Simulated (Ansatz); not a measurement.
Basis-set series for Br2H2InN (`[NH2][In]([Br])[Br]`). Total charge 0; spin multiplicity 1. In takes the def2 core potential. Geometry: relaxed with PBE0-D4/def2-TZVP. It is one conformer, not always the lowest.

```
functional       basis  functions  energy (Eh)  HOMO (eV)  LUMO (eV)
   PBE0-D4  def2-TZVPP        205  -5393.90012      -7.95      -2.17
   PBE0-D4  def2-QZVPP        377  -5394.01051      -7.99      -2.22
   ωB97M-V  def2-TZVPP        205  -5394.19447     -10.26      -0.31
   ωB97M-V  def2-QZVPP        377  -5394.30080     -10.29      -0.45
```

**Question.** Give the rows for def2-SVP. (Best estimate.)

**Answer.** Computed: 
| functional | basis | functions | energy (Eh) | HOMO (eV) | LUMO (eV) |
| --- | --- | --- | --- | --- | --- |
| PBE0-D4 | def2-SVP | 114 | -5393.19318 | -7.74 | -2.00 |
| ωB97M-V | def2-SVP | 114 | -5393.48858 | -10.03 | -0.05 |

Scalar relativity is left out up to krypton.
